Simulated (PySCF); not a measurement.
H6Al2, singlet, PBE0/def2-SVP optimised geometry.

```
8

Al     1.30     0.00     0.00
Al    -1.30     0.00     0.00
H      0.00     0.00     1.16
H      1.99    -1.42     0.00
H      1.99     1.42     0.00
H      0.00     0.00    -1.16
H     -1.99    -1.42     0.00
H     -1.99     1.42     0.00
```

Density from PBE0/def2-TZVP (PySCF 2.14.0) at that geometry.

Minimum of the electron density along straight lines between bonded atoms, close to the bond critical point (lines longer than 1.1 times the sum of covalent radii, or with two minima, are not listed):

```tsv
bond	length / Å	ρ at the minimum / e bohr⁻³	∇²ρ there / e bohr⁻⁵	position (fraction from the first atom)
Al1–H4	1.582	0.083	0.21	0.50
Al1–H5	1.582	0.083	0.21	0.50
Al2–H7	1.582	0.083	0.21	0.50
Al2–H8	1.582	0.083	0.21	0.50
```
